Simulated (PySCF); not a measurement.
## Telling isomers of C$_{6}$H$_{8}$O$_{2}$ apart by NMR

No solvent model, fast rotation and ring inversion assumed for equivalent nuclei, relativity neglected, single conformer. PBE0/pcSseg-1 with gauge-including orbitals; structure optimised with GFN2-xTB; PySCF 2.14.

δ = σ(ref) − σ, references computed at the same level: TMS for $^{1}$H (σref 31.72) and $^{13}$C (σref 186.93). Where no couplings were computed, multiplicities follow the n + 1 count of equivalent neighbours, and m marks all less simple cases (inequivalent or close neighbours, rings, F or P nearby). Acid and N–H amide carbonyl carbons lie up to 10 ppm further downfield in solution (hydrogen bonding). Shifts are as computed. Against solution values, carbons near 30 ppm lie about +3 ppm off and those near 130 ppm about +5 ppm. Of 1211 compounds with measured shifts, 218 miss one by over three times the rms of a fit or turn the order of signals round; such compounds aren't used in these exercises. OH and NH positions are gas-phase values without hydrogen bonding to other molecules.

(1) Tabulate the signals of `C=C(C)C(=C)C(=O)O`, `O=C1C=C[C@H](O)CC1` and their relative energies.

(2) What is the quickest way to tell C=C(C)C(=C)C(=O)O from O=C1C=C[C@H](O)CC1?

Results:

(1) 
```tsv
SMILES	carbon types	δC	δH	E rel. (kcal/mol)
C=C(C)C(=C)C(=O)O	3×C 2×CH2 1×CH3	170.8, 154.7, 151.6, 137.7, 122.1, 25.1	6.69 (br s, 1H), 6.19 (br s, 1H), 6.11 (br s, 1H), 5.31 (m, 1H), 5.26 (m, 1H), 2.16 (s, 3H)	2.8
O=C1C=C[C@H](O)CC1	1×C 3×CH 2×CH2	200.1, 162.8, 134.6, 73.3, 39.2, 39.1	7.49 (m, 1H), 6.10 (d, 1H), 4.95 (m, 1H), 2.46 (m, 1H), 2.25 (m, 1H), 2.02 (m, 1H), 1.94 (m, 1H), 0.80 (br s, 1H)	0.0
```

Energies are electronic energies at PBE0/pcSseg-1 on these geometries, without zero-point or thermal terms, each for the one conformer computed, which needn't be the lowest.

(2) Both give the same number of carbon signals, but DEPT or the intensities differ. The first has a β carbon of a C=C–C=O unit (CH2) at 137.7 ppm, the second a β carbon of a C=C–C=O unit (CH) at 162.8 ppm. Their most deshielded carbons lie at 170.8 and 200.1 ppm. In the proton spectra the most deshielded non-exchanging signals are 6.69 (br s, 1H) and 7.49 (m, 1H).
